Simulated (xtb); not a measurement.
xtb input (GFN1-xTB):

```bash
xtb mol.xyz --gfn 1 --sp --chrg 0 --uhf 0
```
mol.xyz:
```
21

C      3.80702351    -0.02839227     0.10891622
C      2.45837316    -0.73759449     0.02791566
C      1.27374225     0.22492624     0.05341613
C     -0.08044345    -0.47451828    -0.02741992
C     -1.26262475     0.49111252     0.00368791
C     -2.60624614    -0.21670731    -0.08722804
O     -3.71536734     0.67246339     0.00002158
H      3.93929423     0.66077335    -0.72873470
H      3.88994093     0.55346456     1.03010034
H      4.63513890    -0.73914894     0.08875385
H      2.41417030    -1.33797575    -0.88669226
H      2.36515229    -1.44398977     0.85924832
H      1.36588700     0.93279379    -0.77808386
H      1.31626238     0.82595316     0.96854422
H     -0.17033490    -1.18262870     0.80369389
H     -0.12209875    -1.07453983    -0.94326844
H     -1.24037549     1.08333189     0.92307309
H     -1.17434974     1.20044773    -0.82847964
H     -2.72407719    -0.90881372     0.74868731
H     -2.65646370    -0.80925102    -1.01054233
H     -3.65415528     1.30691783    -0.72220008
```

End of the output:

```
         :::::::::::::::::::::::::::::::::::::::::::::::::::::
         ::                     SUMMARY                     ::
         :::::::::::::::::::::::::::::::::::::::::::::::::::::
         :: total energy             -24.953599807120 Eh    ::
         :: gradient norm              0.029880971398 Eh/a0 ::
         :: HOMO-LUMO gap              8.460786246214 eV    ::
         ::.................................................::
         :: SCC energy               -25.243634838763 Eh    ::
         :: -> electrostatic           0.044757913639 Eh    ::
         :: repulsion energy           0.297253241776 Eh    ::
         :: dispersion energy         -0.007218210133 Eh    ::
         :: halogen bond corr.         0.000000000000 Eh    ::
         :: add. restraining           0.000000000000 Eh    ::
         :: total charge               0.000000000000 e     ::
         :::::::::::::::::::::::::::::::::::::::::::::::::::::

           -------------------------------------------------
          |                Property Printout                |
           -------------------------------------------------

    * Orbital Energies and Occupations

         #    Occupation            Energy/Eh            Energy/eV
      -------------------------------------------------------------
         1        2.0000           -0.7700216             -20.9534
       ...           ...                  ...                  ...
        10        2.0000           -0.5647226             -15.3669
        11        2.0000           -0.5588127             -15.2061
        12        2.0000           -0.5437227             -14.7954
        13        2.0000           -0.5338410             -14.5266
        14        2.0000           -0.5224263             -14.2159
        15        2.0000           -0.5125056             -13.9460
        16        2.0000           -0.4966606             -13.5148
        17        2.0000           -0.4897695             -13.3273
        18        2.0000           -0.4835487             -13.1580
        19        2.0000           -0.4742454             -12.9049
        20        2.0000           -0.4717007             -12.8356
        21        2.0000           -0.4685905             -12.7510
        22        2.0000           -0.4534976             -12.3403 (HOMO)
        23                         -0.1425695              -3.8795 (LUMO)
        24                         -0.1263607              -3.4384
        25                         -0.1159795              -3.1560
        26                         -0.1090657              -2.9678
        27                         -0.1036512              -2.8205
        28                         -0.1008359              -2.7439
        29                         -0.0857616              -2.3337
        30                         -0.0813504              -2.2137
        31                         -0.0760872              -2.0704
        32                         -0.0590417              -1.6066
        33                         -0.0542809              -1.4771
       ...                                ...                  ...
        56                          0.4721232              12.8471
      -------------------------------------------------------------
                  HL-Gap            0.3109282 Eh            8.4608 eV
             Fermi-level           -0.2980335 Eh           -8.1099 eV

  Mulliken/CM5 charges         n(s)   n(p)   n(d)
     1C    -0.08399 -0.23489   1.007  3.077  0.000
     2C    -0.03877 -0.15137   1.026  3.012  0.000
     3C    -0.04560 -0.15658   1.030  3.015  0.000
     4C    -0.04612 -0.15697   1.030  3.016  0.000
     5C    -0.07101 -0.17988   1.038  3.033  0.000
     6C     0.19544  0.10831   0.990  2.815  0.000
     7O    -0.56439 -0.78086   1.694  4.870  0.000
     8H     0.02741  0.07884   0.973  0.000  0.000
     9H     0.02791  0.07935   0.972  0.000  0.000
    10H     0.03011  0.08109   0.970  0.000  0.000
    11H     0.02198  0.07682   0.978  0.000  0.000
    12H     0.02266  0.07751   0.977  0.000  0.000
    13H     0.02247  0.07795   0.978  0.000  0.000
    14H     0.02408  0.07960   0.976  0.000  0.000
    15H     0.02390  0.07951   0.976  0.000  0.000
    16H     0.02157  0.07713   0.978  0.000  0.000
    17H     0.03604  0.09343   0.964  0.000  0.000
    18H     0.02236  0.07912   0.978  0.000  0.000
    19H     0.03066  0.09481   0.969  0.000  0.000
    20H     0.00843  0.06979   0.992  0.000  0.000
    21H     0.33484  0.50730   0.665  0.000  0.000

Wiberg/Mayer (AO) data.
largest (>0.10) Wiberg bond orders for each atom

 ---------------------------------------------------------------------------
     #   Z sym  total        # sym  WBO       # sym  WBO       # sym  WBO
 ---------------------------------------------------------------------------
     1   6 C    3.996 --     2 C    1.017     8 H    0.988     9 H    0.988
                            10 H    0.986
     2   6 C    3.997 --     1 C    1.017     3 C    1.006    11 H    0.980
                            12 H    0.980
     3   6 C    3.997 --     2 C    1.006     4 C    1.005    13 H    0.979
                            14 H    0.979
     4   6 C    3.997 --     5 C    1.005     3 C    1.005    15 H    0.979
                            16 H    0.979
     5   6 C    3.996 --     4 C    1.005     6 C    0.997    18 H    0.978
                            17 H    0.978
     6   6 C    3.922 --     5 C    0.997    19 H    0.978    20 H    0.975
                             7 O    0.957
     7   8 O    1.914 --     6 C    0.957    21 H    0.886
     8   1 H    1.004 --     1 C    0.988
     9   1 H    1.004 --     1 C    0.988
    10   1 H    1.005 --     1 C    0.986
    11   1 H    1.006 --     2 C    0.980
    12   1 H    1.006 --     2 C    0.980
    13   1 H    1.006 --     3 C    0.979
    14   1 H    1.006 --     3 C    0.979
    15   1 H    1.005 --     4 C    0.979
    16   1 H    1.005 --     4 C    0.979
    17   1 H    1.008 --     5 C    0.978
    18   1 H    1.007 --     5 C    0.978
    19   1 H    1.016 --     6 C    0.978
    20   1 H    1.011 --     6 C    0.975
    21   1 H    0.898 --     7 O    0.886
 ---------------------------------------------------------------------------

Topologies differ in total number of bonds
Writing topology from bond orders to xtbtopo.mol

 dipole moment from electron density (au)
     X       Y       Z
   0.7307   0.1006  -0.6831  total (Debye):    2.555

           -------------------------------------------------
          | TOTAL ENERGY              -24.953599807120 Eh   |
Note: The following floating-point exceptions are signalling: IEEE_DENORMAL
normal termination of xtb
          | GRADIENT NORM               0.029880971398 Eh/α |
          | HOMO-LUMO GAP               8.460786246214 eV   |
           -------------------------------------------------

------------------------------------------------------------------------
------------------------------------------------------------------------
 total:
 SCF:
```
